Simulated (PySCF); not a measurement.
C3H10BN, SMILES B(NC)(C)C. Atoms are numbered in the order given.

```xyz
15

B      0.0777    -0.0007     0.5058
C     -0.0715    -0.7509     1.8947
H     -0.5582    -1.7392     1.8363
H     -0.6492    -0.1307     2.6039
H      0.9203    -0.8893     2.3621
C      0.7529     1.4381     0.4324
H      1.6253     1.4468    -0.2450
H      1.0976     1.7918     1.4163
H      0.0494     2.1945     0.0402
N     -0.3982    -0.6268    -0.6585
C     -0.3753    -0.1423    -2.0226
H     -0.8233    -1.5442    -0.5621
H      0.0950     0.8490    -2.0635
H     -1.3920    -0.0460    -2.4452
H      0.1981    -0.8109    -2.6902
```
Charge 0, spin multiplicity 1.

Geometry optimised at B3LYP-D3(BJ)/def2-SVP. Other conformers were not sampled.

Two levels are set side by side: PBE/pcSseg-1 (PySCF) and PBE0/pcSseg-1 (PySCF). GIAO shifts against BF3 (¹¹B), NH3 (¹⁵N), TMS (¹H), TMS (¹³C) at the same level; non-relativistic, no solvent, atoms listed together averaged. Differences are taken from unrounded values.

```json
[
 {"quantity": "δ(¹¹B) of B1 (ppm)", "PBE": "31.5"},
 {"quantity": "δ(¹⁵N) of N10 (ppm)", "PBE": "129.7"},
 {"quantity": "δ(¹³C) of C11 (ppm)", "PBE": "35.5"},
 {"quantity": "δ(¹H) of H12 (ppm)", "PBE": "4.04"}
]
```

Task: These are the PBE values. What does PBE0 give? (Estimate from the structure and the level; the computed values follow.)

Result: 
| quantity | PBE0 | PBE minus PBE0 |
|---|---|---|
| δ(¹¹B) of B1 (ppm) | 32.5 | -1.0 |
| δ(¹⁵N) of N10 (ppm) | 120.4 | 9.2 |
| δ(¹³C) of C11 (ppm) | 34.5 | 1.0 |
| δ(¹H) of H12 (ppm) | 3.83 | 0.21 |

Rough cost on one machine, each run with all the roots and properties that it gave: PBE0 against PBE within a factor of 2.
